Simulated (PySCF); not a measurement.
# Frontier orbitals and the lowest excitations

C3H10NPSi.
Structure used (GFN2-xTB), in Å, numbered top down from 1:
```
atom  x, y, z in Å
C1    -1.911    0.065   -0.268
N2    -0.500   -0.209   -0.140
C3    -0.183   -1.581    0.161
C4     0.408    0.787   -0.012
Si5    2.269    0.431    0.091
P6     0.117    2.471    0.016
H7    -2.343    0.431    0.671
H8    -2.426   -0.849   -0.557
H9    -2.071    0.816   -1.044
H10   -0.632   -2.236   -0.591
H11    0.892   -1.736    0.157
H12   -0.572   -1.867    1.146
H13    2.575   -0.263    1.350
H14    2.977    1.701    0.028
H15    2.674   -0.444   -1.018
H16   -1.280    2.491   -0.002
```

Computed with PySCF 2.14.0, density-fitted response routines, TDDFT wB97X-D/def2-SVPD, vertical, gas phase, core orbitals frozen in the response.

Kohn–Sham orbitals with the atoms that hold most of them (Löwdin shares over 4%, at most four atoms; ? is withheld):

```tsv
orbital	ε (eV)	atoms
HOMO-3	-10.87	C4 24%, N2 18%, Si5 14%, P6 11%
HOMO-2	-10.59	C4 28%, Si5 15%, N2 14%, P6 14%
HOMO-1	-9.23	P6 64%, H16 13%, C4 10%
HOMO	?	?
LUMO	0.83	?
LUMO+1	1.96	Si5 19%, C3 16%, C1 13%, H10 6%
LUMO+2	2.35	Si5 50%, H13 12%, H15 11%, H14 10%
```

(1) Give the leading atoms of the LUMO.

(2) Give the leading atoms of the HOMO.

(3) What is the HOMO energy, and the HOMO–LUMO gap?

Results:

(1) P6 (bonded to C and H) 36%; C4 (bonded to N, P and Si) 30%; N2 (bonded to 3 C) 13%; Si5 (bonded to C and 3 H) 6%.

(2) P6 (bonded to C and H) 40%; N2 (bonded to 3 C) 23%; C4 (bonded to N, P and Si) 18%; H16 (bonded to P) 5%.

(3) ε(HOMO) = -7.47 eV; the gap is 8.30 eV (0.3052 hartree).

Problem. How does S1 compare with the orbital gap of 8.30 eV?

Solution. S1 is at 4.58 eV (f = 0.277), 3.72 eV below the gap, made of HOMO→LUMO (96%). Without the coupling terms of the response equations the lowest excitation would equal the gap.

Problem. Give energy, strength and leading configuration of S1, S2 and S3, and follow the Löwdin shares of the leading atoms from the occupied to the empty orbital.

Solution. 
- S1 (4.58 eV, f 0.277), HOMO→LUMO (96%): P6 40% → 36%, N2 23% → 13%, C4 18% → 30%
- S2 (5.22 eV, f 0.0045), HOMO-1→LUMO (96%): P6 64% → 36%, H16 13% → at most 7%, C4 10% → 30%
- S3 (5.52 eV, f 0.044), HOMO→LUMO+1 (79%): P6 40% → at most 7%, N2 23% → at most 7%, Si5 at most 6% → 19%, C3 at most 6% → 16%

Löwdin shares depend on the basis, the more so with diffuse functions.

Hardware: an Arm Neoverse V1 with one thread, on a shared host. Cost: 36 s wall, 0.89 GiB resident at most.
